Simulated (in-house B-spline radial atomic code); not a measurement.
RPA and G0W0 on LC-wPBE: Nb⁸⁺

Configuration [Ar] 3d10 4s2 4p3, highest spin, mean-field start LC-wPBE. Computed with a B-spline radial code for spherical atoms: all electrons, scalar-relativistic (spin-free one-electron X2C), finite nucleus, each spin shell either full or empty, empty states to l = 9 with an (l + 1/2)⁻⁴ tail; G0W0 by contour deformation at full frequency.

Command:
```bash
python run_gw.py task.json out
```
Settings (radii: box in bohr, nucleus in fm):
```
Z                        41
electrons                33
configuration            [Ar] 3d10 4s2 4p3
hamiltonian              x2c
method                   lc_wpbe
lmax                     9
rms_radius               4.324
spin_polarised           True
box_radius               7.7
intervals                66
```

Time taken, with all properties: 5.9 s on 1 thread of Arm Neoverse N1, on a shared host.

Energies (hartree):

| term | value |
| --- | --- |
| mean-field total | -3800.83538 |
| Hartree-Fock functional on these orbitals | -3799.43477 |
| direct second order | -2.754 |
| second-order exchange | 0.80588 |
| SOSEX correction | 0.75947 |

What is the RPA correlation energy, and what remains with SOSEX?

RPA gives -2.4867 hartree (-2.05 eV per electron); RPA + SOSEX gives -1.7273, and the second-order doubles -1.9481 hartree (no singles). SOSEX takes back 31 % of the RPA value.

Quasi-particle levels (eV):

```json
{"level": "4p up", "occupied": "yes", "mean field": "-156.58", "Σx - vxc": "-3.99", "Σc": "?", "QP weight": "?", "G0W0": "?"}
{"level": "4s down", "occupied": "yes", "mean field": "-178.28", "Σx - vxc": "-0.39", "Σc": "-3.20", "QP weight": "0.974", "G0W0": "-181.88"}
{"level": "3d down", "occupied": "yes", "mean field": "-332.99", "Σx - vxc": "-21.74", "Σc": "4.67", "QP weight": "0.955", "G0W0": "-350.06"}
{"level": "4p down", "occupied": "no", "mean field": "-140.88", "Σx - vxc": "6.18", "Σc": "-2.92", "QP weight": "0.972", "G0W0": "-137.62"}
```

G0W0 = mean field + (Σx - vxc) + Σc, with Σc (partial-wave tail included) taken at the quasi-particle energy. Only the outer levels were computed. Levels of low weight are left out.

Where does G0W0 put 4p up?

At -161.30 eV, with Σc = -0.72 eV and a quasi-particle weight of 0.973. The tabulated removal energy is 159.2 ± 0.7 eV (NIST, semi-empirical); the calculation leaves out spin-orbit coupling, Breit and QED terms, and what these don't explain is the method's own error.
